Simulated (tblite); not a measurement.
A geometry optimisation, step by step.

C₅H₁₁BrGeO.
Atom-mapped SMILES: `[CH2:1]=[C:2]([CH2:3][Br:4])[CH2:5][GeH2:6][O:7][CH3:8]` (hydrogens: H9, H10 on C1; H11, H12 on C3; H13, H14 on C5; H15, H16 on Ge6; H17, H18, H19 on C8)

Computed with GFN2-xTB (tblite), gas phase: L-BFGS steps from a force-field or distance-geometry start until the largest atomic force falls under 0.01 eV/Å. 6 of its 103 geometries are shown.

Step 0: E = -717.0478 eV, largest atomic force 1.760 eV/Å
```
atom  x, y, z in Å  |  force x, y, z in eV/Å
C1     -1.936   -0.180    1.669   -1.130  -0.485  -0.192
C2     -1.479   -0.017    0.434    0.848   0.475   1.467
C3     -2.268   -0.511   -0.703   -0.603  -0.717  -0.075
Br4    -2.725    0.944   -1.920   -0.007  -0.103  -0.094
C5     -0.138    0.640    0.233   -0.832   0.330  -1.101
Ge6     0.939   -0.707   -0.682   -0.283  -1.146  -0.342
O7      2.660   -0.632   -0.263   -0.747  -0.594  -0.255
C8      3.170    0.634   -0.037    1.018   0.889   0.846
H9     -1.440    0.133    2.565    0.127   0.028  -0.019
H10    -2.916   -0.662    1.779    0.483   0.236   0.314
H11    -3.217   -0.948   -0.312    0.463   0.388  -0.462
H12    -1.750   -1.299   -1.278   -0.096   0.476   0.050
H13    -0.342    1.501   -0.451    0.526  -0.243   0.637
H14     0.359    0.933    1.156   -0.454   0.225   0.013
H15     0.382   -2.080   -0.187    0.547   0.343  -0.211
H16     0.658   -0.637   -2.186    0.304  -0.031   0.039
H17     3.167    1.265   -0.946    0.013  -0.156   0.477
H18     2.648    1.150    0.812    0.256  -0.128  -0.737
H19     4.217    0.481    0.311   -0.433   0.214  -0.354
```

Step 20: E = -717.4591 eV, largest atomic force 0.190 eV/Å
```
atom  x, y, z in Å  |  force x, y, z in eV/Å
C1     -2.029   -0.172    1.749   -0.031  -0.023  -0.067
C2     -1.587   -0.015    0.510    0.064   0.089  -0.015
C3     -2.358   -0.479   -0.677   -0.042  -0.002   0.022
Br4    -2.733    0.972   -1.945    0.016   0.006   0.037
C5     -0.258    0.568    0.197    0.174  -0.024  -0.073
Ge6     0.918   -0.778   -0.719    0.073   0.079  -0.091
O7      2.585   -0.571   -0.202   -0.078   0.006   0.011
C8      3.241    0.664   -0.020    0.011  -0.008  -0.014
H9     -1.433    0.136    2.591   -0.081  -0.041   0.015
H10    -2.983   -0.625    1.950   -0.058   0.011   0.097
H11    -3.328   -0.892   -0.410   -0.003  -0.069   0.011
H12    -1.760   -1.200   -1.241   -0.137  -0.033  -0.021
H13    -0.375    1.441   -0.451    0.055  -0.029  -0.033
H14     0.255    0.892    1.102   -0.077   0.011   0.079
H15     0.708   -2.205   -0.310   -0.007  -0.042   0.040
H16     0.840   -0.675   -2.237    0.025   0.040   0.013
H17     3.257    1.261   -0.933    0.023  -0.013  -0.074
H18     2.766    1.256    0.767    0.033   0.002   0.031
H19     4.265    0.432    0.272    0.039   0.040   0.033
```

Step 41: E = -717.4872 eV, largest atomic force 0.029 eV/Å
```
atom  x, y, z in Å  |  force x, y, z in eV/Å
C1     -2.079   -0.170    1.738   -0.003   0.003  -0.001
C2     -1.614   -0.044    0.502   -0.004  -0.016  -0.003
C3     -2.430   -0.484   -0.666    0.004  -0.001   0.012
Br4    -2.789    0.996   -1.905    0.010  -0.019   0.012
C5     -0.265    0.509    0.198   -0.009   0.004   0.015
Ge6     0.973   -0.779   -0.716    0.000  -0.004   0.008
O7      2.613   -0.543   -0.134    0.001   0.009   0.018
C8      3.306    0.682   -0.035   -0.002  -0.006  -0.005
H9     -1.492    0.118    2.593   -0.009  -0.010  -0.005
H10    -3.057   -0.572    1.942    0.004   0.003   0.001
H11    -3.403   -0.864   -0.361   -0.004  -0.004  -0.014
H12    -1.900   -1.235   -1.257    0.009   0.024  -0.007
H13    -0.360    1.381   -0.456   -0.001   0.009  -0.004
H14     0.212    0.838    1.122    0.009  -0.001   0.011
H15     0.809   -2.228   -0.349   -0.002   0.027  -0.010
H16     0.953   -0.594   -2.224   -0.006  -0.006  -0.005
H17     3.336    1.216   -0.987   -0.002  -0.018  -0.009
H18     2.854    1.333    0.718    0.000   0.011  -0.015
H19     4.326    0.448    0.271    0.004  -0.006   0.002
```

Step 61: E = -717.4947 eV, largest atomic force 0.047 eV/Å
```
atom  x, y, z in Å  |  force x, y, z in eV/Å
C1     -2.122   -0.194    1.739    0.005  -0.007   0.000
C2     -1.629   -0.051    0.517   -0.010   0.008  -0.009
C3     -2.408   -0.488   -0.677    0.013   0.002   0.013
Br4    -2.793    1.014   -1.879   -0.007   0.006   0.001
C5     -0.280    0.522    0.248   -0.005  -0.007   0.014
Ge6     0.964   -0.748   -0.677    0.003  -0.004  -0.001
O7      2.589   -0.530   -0.053    0.039   0.024  -0.010
C8      3.331    0.670   -0.090   -0.002   0.001   0.002
H9     -1.556    0.089    2.610   -0.016   0.001  -0.001
H10    -3.101   -0.608    1.917    0.008  -0.004   0.000
H11    -3.372   -0.914   -0.404    0.002   0.012  -0.019
H12    -1.837   -1.196   -1.282   -0.005  -0.002   0.010
H13    -0.371    1.416   -0.377   -0.012  -0.009  -0.004
H14     0.188    0.821    1.187   -0.014   0.009   0.010
H15     0.768   -2.197   -0.333    0.012   0.014   0.003
H16     0.990   -0.539   -2.181   -0.020  -0.007  -0.010
H17     3.409    1.069   -1.105    0.003  -0.022   0.034
H18     2.889    1.436    0.554   -0.004  -0.017  -0.026
H19     4.331    0.438    0.278    0.012   0.004  -0.007
```

Step 82: E = -717.4983 eV, largest atomic force 0.033 eV/Å
```
atom  x, y, z in Å  |  force x, y, z in eV/Å
C1     -2.162   -0.224    1.739   -0.008   0.001  -0.001
C2     -1.646   -0.058    0.529    0.013   0.006   0.021
C3     -2.399   -0.481   -0.686   -0.008   0.004  -0.010
Br4    -2.785    1.042   -1.862   -0.003  -0.006   0.001
C5     -0.298    0.531    0.292    0.007   0.003  -0.011
Ge6     0.961   -0.728   -0.637    0.017   0.027   0.008
O7      2.601   -0.510   -0.051   -0.011  -0.010  -0.014
C8      3.375    0.665   -0.137    0.013   0.022   0.010
H9     -1.621    0.052    2.627    0.005   0.002  -0.003
H10    -3.141   -0.648    1.889   -0.002  -0.009   0.001
H11    -3.362   -0.925   -0.439   -0.006   0.011  -0.005
H12    -1.811   -1.170   -1.295    0.004   0.000   0.001
H13    -0.391    1.425   -0.333    0.006  -0.014   0.006
H14     0.149    0.834    1.240   -0.006  -0.020  -0.005
H15     0.791   -2.176   -0.286   -0.013  -0.016   0.020
H16     0.944   -0.529   -2.143   -0.003  -0.002  -0.016
H17     3.513    0.983   -1.173   -0.001  -0.012  -0.002
H18     2.922    1.487    0.422    0.003   0.008   0.006
H19     4.350    0.438    0.297   -0.008   0.005  -0.004
```

Step 102: E = -717.4992 eV, largest atomic force 0.010 eV/Å
```
atom  x, y, z in Å  |  force x, y, z in eV/Å
C1     -2.170   -0.236    1.736   -0.004   0.001   0.002
C2     -1.651   -0.060    0.528    0.001   0.003   0.006
C3     -2.403   -0.473   -0.692    0.003   0.003   0.005
Br4    -2.773    1.056   -1.865    0.004   0.004  -0.003
C5     -0.301    0.527    0.302   -0.001   0.003  -0.001
Ge6     0.960   -0.726   -0.628    0.007  -0.001   0.007
O7      2.603   -0.495   -0.060   -0.002  -0.003   0.006
C8      3.386    0.674   -0.150   -0.001  -0.002  -0.001
H9     -1.629    0.034    2.626    0.002  -0.005   0.000
H10    -3.148   -0.662    1.883   -0.003  -0.002  -0.005
H11    -3.371   -0.908   -0.451    0.003   0.001  -0.001
H12    -1.817   -1.165   -1.301   -0.002   0.001   0.003
H13    -0.387    1.431   -0.309    0.002  -0.001  -0.009
H14     0.142    0.814    1.257    0.002  -0.005   0.000
H15     0.795   -2.168   -0.244    0.002  -0.006   0.002
H16     0.926   -0.558   -2.139   -0.003   0.003  -0.004
H17     3.543    0.972   -1.190   -0.006   0.004  -0.001
H18     2.931    1.508    0.390   -0.004  -0.001  -0.007
H19     4.353    0.446    0.302    0.001   0.003  -0.001
```

Problem. Summarise the path.

Solution. The energy falls by 0.4514 eV from step 0 to step 102; nine tenths of that is first reached at step 19. It falls at every step. The largest force goes from 1.760 to 0.010 eV/Å. Among the bonds Ge6–H15 changes most, from 1.562 to 1.501 Å; the atoms move by 0.285 Å rms after alignment.

The cost below is that of the whole relaxation. The run took 1.6 s on one thread of an Arm Neoverse N1, no GPU, shared host with 64 logical CPUs at a one-minute load of 58.
